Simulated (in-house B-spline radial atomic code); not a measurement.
Te⁺. Computed with a B-spline radial atomic code. Model: all-electron spherical atom, spin shells full or empty, radial basis limit, no spin-orbit coupling, Breit or QED, empty-state partial waves extrapolated as (l+1/2)^-4, RPA, G0W0 and static COHSEX of the highest shell as one setting changes (uncorrelated shells keep exact exchange).

Given: element Te; charge 1; filled core Kr; hamiltonian one-electron scalar X2C; mean-field start LDA VWN5; highest l of empty states 9; nuclear rms radius 4.7423 fm; highest mean-field shell 5p up.

Shell: 4d 5 5, 5s 1 1, 5p 3 0 (electrons up and down).

| lowest nl shells left uncorrelated | RPA correlation energy (hartree) | G0W0 level (eV) | G0W0 minus most complete (meV) | COHSEX level (eV) | linearised minus solved G0W0 (meV) |
| --- | --- | --- | --- | --- | --- |
| 0 | -4.0055 | -18.918 | 0 | -20.922 | -48.3 |
| 1 | -3.8278 | -18.918 | 0.3 | -20.922 | -48.3 |
| 2 | -3.6324 | -18.918 | 0.3 | -20.922 | -48.3 |
| 3 | -3.0725 | -18.916 | 1.8 | -20.919 | -48.2 |
| 4 | -2.8909 | -18.917 | 1.6 | -20.92 | -48.3 |
| 5 | ? | ? | ? | ? | ? |
| 6 | -1.4935 | -18.894 | 24.4 | -20.88 | -47.6 |
| 7 | -1.3337 | -18.898 | 20.5 | -20.887 | -47.7 |
| 8 | -0.87602 | -18.909 | 8.9 | -20.902 | -48.2 |
| 9 | ? | ? | ? | ? | ? |
| 10 | -0.062169 | -18.778 | 139.8 | -20.206 | -41.3 |

(1) What follows for lowest nl shells left uncorrelated = 5?

(2) What follows for lowest nl shells left uncorrelated = 9?

## Answers

(1) RPA correlation energy -2.3521 hartree; G0W0 level -18.92 eV; G0W0 minus most complete -1.8 meV; COHSEX level -20.928 eV; linearised minus solved G0W0 -48.4 meV.

(2) RPA correlation energy -0.16754 hartree; G0W0 level -18.616 eV; G0W0 minus most complete 302.4 meV; COHSEX level -20.391 eV; linearised minus solved G0W0 -42 meV.
